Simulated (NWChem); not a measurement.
System: C2H3F2NSi; SMILES N#CC(F)(F)[SiH3]

```xyz
9

N     -0.9971    -2.3609     0.0000
C     -0.3496    -1.3985     0.0000
C      0.3734    -0.1105     0.0000
F      1.1840    -0.0711    -1.1089
F      1.1840    -0.0711     1.1089
Si    -0.7813     1.4468     0.0000
H     -1.6139     1.3991    -1.2237
H      0.1222     2.6194     0.0000
H     -1.6139     1.3991     1.2237
```
Atoms are numbered in this order, from 1.

Level: B3LYP/6-31G* (spherical d) (NWChem), optimised geometry, unscaled harmonic frequencies. B3LYP is NWChem's, with the RPA form of VWN correlation.

```csv
frequency (cm⁻¹),IR intensity (km/mol)
126,2.9
139,0.4
190,4.5
211,2.4
304,14.5
423,4.0
478,3.2
564,4.7
611,26.3
654,38.4
685,12.2
910,258.1
938,34.1
943,40.7
1058,17.8
1096,152.4
1147,115.4
2282,35.8
2305,111.3
2307,109.8
2365,4.1
```

```
Quantity                                                                           Result
-----------------------------------------------------------------------  ----------------
zero-point energy                                                           28.2 kcal/mol
thermal correction to the enthalpy at 298.15 K (with zero-point energy)     33.2 kcal/mol
heat capacity Cv                                                         24.0 cal/(mol K)
entropy at 298.15 K and 1 atm (symmetry number 1)                        82.6 cal/(mol K)
dipole moment                                                                      2.98 D
```

Rigid rotor and harmonic oscillator.
